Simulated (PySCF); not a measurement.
C4H10GeO.
Numbering: `[CH3:1][O:2][GeH:3]1[CH2:4][CH2:5][CH2:6]1` (hydrogens: H7, H8, H9 on C1; H10 on Ge3; H11, H12 on C4; H13, H14 on C5; H15, H16 on C6)

Cartesian coordinates in Å at the PBE0-D3(BJ)/def2-SVP level; atoms count from 1:
```
atom  x, y, z in Å
C1     2.8259   -0.2120   -0.4658
O2     1.5295    0.2381   -0.7248
Ge3    0.2956    0.3365    0.5599
C4    -1.3694    1.1980   -0.0184
C5    -2.1377   -0.0146    0.5691
C6    -1.0441   -1.1109    0.6495
H7     3.2767    0.2663    0.4265
H8     2.8736   -1.3081   -0.3153
H9     3.4657    0.0315   -1.3298
H10    1.0154    0.7800    1.8567
H11   -1.3916    1.2109   -1.1196
H12   -1.6614    2.1907    0.3504
H13   -3.0272   -0.3072   -0.0138
H14   -2.4938    0.2286    1.5835
H15   -0.9881   -1.7085   -0.2742
H16   -1.1016   -1.7951    1.5074
```

The calculation used core-valence-separated Tamm–Dancoff BHandHLYP/aug-pcX-1 (pcseg-1 on H, def2-SVPD on Ge) in PySCF, non-relativistic, gas phase, PBE0-D3(BJ)/def2-SVP geometry.

Computed oxygen K-edge spectrum, Gaussian lines of 0.5 eV full width, highest printed point 100; it ends one width below the last computed root. Absolute energies from this functional tend to lie a few eV below measured edges; no shift was applied.

```json
{"photon energy (eV)": "531.3", "absorption": "1"}
{"photon energy (eV)": "531.4", "absorption": "4"}
{"photon energy (eV)": "531.5", "absorption": "10"}
{"photon energy (eV)": "531.6", "absorption": "25"}
{"photon energy (eV)": "531.7", "absorption": "46"}
{"photon energy (eV)": "531.8", "absorption": "70"}
{"photon energy (eV)": "531.9", "absorption": "85"}
{"photon energy (eV)": "532.0", "absorption": "82"}
{"photon energy (eV)": "532.1", "absorption": "64"}
{"photon energy (eV)": "532.2", "absorption": "40"}
{"photon energy (eV)": "532.3", "absorption": "20"}
{"photon energy (eV)": "532.4", "absorption": "8"}
{"photon energy (eV)": "532.5", "absorption": "3"}
{"photon energy (eV)": "532.6", "absorption": "1"}
{"photon energy (eV)": "532.7", "absorption": "2"}
{"photon energy (eV)": "532.8", "absorption": "6"}
{"photon energy (eV)": "532.9", "absorption": "12"}
{"photon energy (eV)": "533.0", "absorption": "22"}
{"photon energy (eV)": "533.1", "absorption": "33"}
{"photon energy (eV)": "533.2", "absorption": "43"}
{"photon energy (eV)": "533.3", "absorption": "53"}
{"photon energy (eV)": "533.4", "absorption": "64"}
{"photon energy (eV)": "533.5", "absorption": "79"}
{"photon energy (eV)": "533.6", "absorption": "93"}
{"photon energy (eV)": "533.7", "absorption": "100"}
{"photon energy (eV)": "533.8", "absorption": "94"}
{"photon energy (eV)": "533.9", "absorption": "76"}
{"photon energy (eV)": "534.0", "absorption": "55"}
{"photon energy (eV)": "534.1", "absorption": "40"}
{"photon energy (eV)": "534.2", "absorption": "32"}
{"photon energy (eV)": "534.3", "absorption": "30"}
{"photon energy (eV)": "534.4", "absorption": "29"}
```

Where are the maxima, and which lines make them up?

2 maxima:
- 531.9 eV: O2 (oxygen bonded to C and Ge), 531.94 eV, f = 0.020, 100 % of the height at the exact maximum
- 533.7 eV: O2 (oxygen bonded to C and Ge), 533.76 eV, f = 0.019, 78 % of the height at the exact maximum; O2 (oxygen bonded to C and Ge), 533.50 eV, f = 0.007, 20 % of the height at the exact maximum

Further lines of some strength in the range: O2, 533.18 eV, f = 0.007; O2, 534.25 eV, f = 0.004.

Roots within 0.03 eV on the same or equivalent atoms count as one line; shares under 12 % aren't listed.

Vibrational structure and lifetime widths aren't in the curve. The ionisation threshold wasn't computed; near and above it a finite basis only mimics Rydberg series and continuum. Relativistic effects, spin–orbit coupling among them, are left out although an element past zinc is present.

Rough CPU time on one thread of a shared machine: about 50 s.

One conformer stands for the species.
